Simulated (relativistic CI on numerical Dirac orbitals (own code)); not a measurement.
## Pr: calculation against measurement

Calculated at this level of theory: Dirac-Coulomb-Breit CI, separate exchange-only KLI orbitals for each configuration, model QED (radiative potential, 1s self-energy scaled to tabulated hydrogen-like ionisation energies), valence Slater integrals scaled by 0.85, P86 correlation estimate, and configurations built on the next ion tied to the tabulated ionisation energy (semi-empirical) (own radial code, finite nucleus).

CI space (outside the closed core [Xe]): 4f³6s², 4f²6s²5d, 4f²6s5d², 4f³6s6p, 4f³6s6d, 4f³6s7s, 4f³6s7p, 4f³6s7d, 4f³6s8s, 4f³6s6f, 4f³6s7f, 4f²6s5d6p, 4f³6s5d, 4f6s²5d², 4f²6s²7p, 4f³6p², 4f²6s6p², 4f²6s²8s, 4f²6s6p7s, 4f6s²5f6d, 4f6s²5g7s, 4f²6s²7d, 4f²6s²5g, 4f²6s7s². Levels of other configurations are missing.

| Configuration | Term (tabulated) | J | Measured (cm⁻¹) | Computed | Error | Purity (%) |
| --- | --- | --- | --- | --- | --- | --- |
| 4f³6s² | 4I° | 9/2 | 0.0 | 0 | 0 | 86 |
| 4f³6s² | 4I° | 11/2 | 1376.6 | 1458 | 82 | 88 |
| 4f³6s² | 4I° | 13/2 | 2846.8 | 3023 | 176 | 88 |
| 4f³6s² | 4I° | 15/2 | 4381.1 | 4659 | 277 | 87 |
| 4f²6s²5d | 4I | 9/2 | 4432.2 | -787 | -5219 | 61 |
| 4f²6s²5d | 4K | 11/2 | 4866.5 | -1237 | -6104 | 64 |
| 4f²6s²5d | 2H | 9/2 | 5822.9 | 466 | -5356 | 62 |
| 4f²6s²5d | 4I | 11/2 | 6313.2 | 693 | -5621 | 74 |
| 4f²6s²5d | 4H | 7/2 | 6535.5 | 1605 | -4931 | 59 |
| 4f²6s5d² | 6L | 11/2 | 6714.2 | -3084 | -9799 | 90 |
| 4f²6s5d² | 6L | 13/2 | 7630.2 | -2265 | -9895 | 92 |
| 4f²6s²5d | 4I | 13/2 | 7951.3 | 2236 | -5716 | 69 |
| 4f²6s²5d | 4H | 9/2 | 8029.2 | 3163 | -4866 | 56 |

Measured levels from NIST Handbook of Basic Atomic Spectroscopic Data (Sansonetti and Martin, J. Phys. Chem. Ref. Data 34, 1559 (2005)); pairs were made by configuration, J and term (by order where the table uses no LS term), so strongly mixed levels may be paired wrongly.

Mean error by configuration (cm⁻¹): 4f³6s² 178; 4f²6s²5d -5402; 4f²6s5d² -9847. Over the excited levels the mean absolute error is 4837 cm⁻¹ (12 of the 15 excited levels that our extract of the source holds in range could be paired, and the others can miss by more), and the median relative error of those above 1,000 cm⁻¹ is 82 %. Some levels of the ground configuration have no partner.
